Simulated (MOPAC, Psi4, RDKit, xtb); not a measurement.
Two geometries of H6BBrSi2, SMILES [SiH2]([SiH2]B)Br, relaxed at B3LYP-D3(BJ)/def2-SVP with one dihedral held; other torsions can differ between them too.

Structure A

```
10

B     -2.0501     0.4262     0.0760
Si    -0.3919    -0.6361    -0.4013
Si    -1.3282    -1.4355    -2.3930
Br    -3.5007    -1.2240    -1.6285
H     -2.6803     0.2343     1.0827
H     -2.2868     1.4081    -0.5812
H      0.8508     0.1595    -0.6404
H     -0.0605    -1.8014     0.4712
H     -1.2212    -0.5378    -3.5768
H     -1.1637    -2.8477    -2.8364
```

Structure B

```
10

B      1.8155     0.7152     0.3341
Si     0.5226    -0.6489    -0.4047
Si    -0.6386    -1.6397     1.3762
Br    -1.4882     0.0830     2.5767
H      2.2965     0.5624     1.4286
H      2.1334     1.6937    -0.2940
H      1.3298    -1.7151    -1.0889
H     -0.4517    -0.1021    -1.3958
H      0.2744    -2.4013     2.2750
H     -1.7768    -2.5174     0.9847
```

Question: Which is lower in energy at the level DF-MP2 (frozen core)/cc-pVTZ // B3LYP-D3(BJ)/def2-SVP run with Psi4, and by how much?

Answer: A is lower, by 6.06 kJ/mol (dihedral H5–B1–Si2–Si3: 120° in A, 30° in B).

E(B) − E(A) in kJ/mol at the other levels, on the same two geometries: PBE/def2-TZVP // B3LYP-D3(BJ)/def2-SVP (Psi4) 9.84; PBE-D3(BJ)/def2-TZVP // B3LYP-D3(BJ)/def2-SVP (Psi4) 12.18; HF/cc-pVTZ // B3LYP-D3(BJ)/def2-SVP (Psi4) -19.82; UFF // B3LYP-D3(BJ)/def2-SVP (RDKit) -128.53; PM3, restricted, heats of formation // B3LYP-D3(BJ)/def2-SVP (MOPAC) 8.35; AM1, restricted, heats of formation // B3LYP-D3(BJ)/def2-SVP (MOPAC) -19.91; GFN1-xTB // B3LYP-D3(BJ)/def2-SVP (xtb) -8.71.
